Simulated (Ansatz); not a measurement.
A nudged elastic band was laid between two geometries of AlCl$_{3}$FH (6 atoms, charge 0, multiplicity 1).

Level of theory: Ansatz 0.2.0, UKS BLYP-D4/cc-pVDZ.

```yaml
movable_images: 7
climbing_image: yes
spring: 5.0 eV/Å²
optimiser: quadratic models (default)
start_path: through a guess of the saddle point
force_threshold: 0.05 eV/Å
iteration_limit: 60
end_points: relaxed
```

Image 0:

```xyz
6
Properties=species:S:1:pos:R:3
Al -0.544 -0.395 0.273
F -1.058 1.166 -0.222
Cl -0.948 -2.029 -1.029
Cl -0.209 -0.716 2.348
H 0.975 1.499 -0.794
Cl 1.784 0.475 -0.576
```

Image 8:

```xyz
6
Properties=species:S:1:pos:R:3
Al -0.032 -0.552 0.221
F -0.696 1.284 -0.348
Cl -1.058 -1.908 -1.055
Cl -0.316 -0.593 2.328
H 0.210 1.535 -0.640
Cl 1.893 0.234 -0.507
```

What changes between the two ends?

Bonds broken: H5–Cl6. Bonds formed: F2–H5.

Give the energies along the band, and the barrier.

It converged. The highest image is number 5 of 0 to 8, 0.082 eV above the first end and 0.131 eV above the last; the last end lies 0.049 eV below the first. A vibrational analysis at the climbing image gives one clearly imaginary mode, 369i cm⁻¹: a first-order saddle point. The orbitals were unrestricted but ended closed-shell.

| image | path coordinate (Å) | energy (eV) | H5–Cl6 (Å) | F2–H5 (Å) |
| --- | --- | --- | --- | --- |
| 0 | 0.00 | 0.000 | 1.32 | 2.14 |
| 1 | 0.15 | 0.002 | 1.33 | 1.96 |
| 2 | 0.29 | 0.010 | 1.35 | 1.78 |
| 3 | 0.44 | 0.028 | 1.37 | 1.61 |
| 4 | 0.58 | 0.060 | 1.42 | 1.44 |
| 5 | 0.73 | 0.082 | 1.52 | 1.28 |
| 6 | 0.92 | 0.036 | 1.70 | 1.11 |
| 7 | 1.11 | -0.030 | 1.90 | 1.02 |
| 8 | 1.30 | -0.049 | 2.13 | 0.98 |

What is the geometry of the highest image?


```xyz
6
Properties=species:S:1:pos:R:3
Al -0.279 -0.443 0.233
F -0.734 1.248 -0.324
Cl -1.009 -1.961 -1.056
Cl -0.265 -0.636 2.345
H 0.512 1.317 -0.623
Cl 1.775 0.475 -0.575
```

What are the harmonic wavenumbers there?

369i, 93, 123, 159, 168, 319, 459, 523, 590, 784, 897, 1449 cm⁻¹.

Run time: 110 s on 2 threads of Intel(R) Xeon(R) 6975P-C (Granite Rapids), with other jobs on the host, peak memory 0.21 GiB.
